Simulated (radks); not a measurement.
Results of a calculation; reference values are marked as such.
Neutral gadolinium inside a hard spherical wall (all orbitals vanish at R), configuration held at [Xe] 4f7 5d1 6s2 and not refilled when levels cross. Level of theory: scalar-relativistic Kohn-Sham, LDA (Slater exchange, Perdew-Wang correlation), spin-polarised, spherical densities, point nucleus; open shells are filled with parallel spins first (spin-orbit coupling, left out, can overturn this in heavy ions) (a radial shooting solver on a logarithmic mesh with Libxc functionals). Eigenvalues in eV for spin up, with the zero of energy where the potential of the charges vanishes at infinity; a dash marks a level that is unbound or too diffuse for the functional's potential to be trusted. A positive occupied level is held by the wall or, in an anion where self-interaction has pushed it up, behind a barrier. The pressure on the wall is -dE/dV.

R (bohr)  E (hartree)  kinetic (hartree)    e(5p)    e(4f)   e(6s)   e(5d)  e(6p, empty)  e(7s, empty)  pressure (GPa)
free      -11263.9109          12093.226  -28.250  -10.577  -4.479  -3.098        -1.489        -0.100               0
20        -11263.9109          12093.226  -28.250  -10.577  -4.479  -3.098        -1.489         0.001        < 0.0001
15        -11263.9109          12093.226  -28.249  -10.575  -4.478  -3.097        -1.481         0.291        0.000120
12        -11263.9107          12093.229  -28.225  -10.552  -4.460  -3.076        -1.423         0.965         0.00441
10        -11263.9089          12093.245  -28.115  -10.439  -4.374  -2.979        -1.224         2.230          0.0489
8         -11263.8956          12093.334  -27.631   -9.941  -3.952  -2.551        -0.437         5.623           0.554
5         -11263.6036          12094.582  -23.966   -5.991   1.307   1.211         7.646        30.077            30.4
4         -11262.9626          12097.014  -20.133   -1.541  10.231   6.074        19.992        61.168             169
3.5       -11262.1040          12100.257  -16.372    2.921  20.677  11.202        33.494        92.195             472
3         -11260.1583          12107.466   -9.387   10.951  41.483  20.862        58.861        146.64            1530
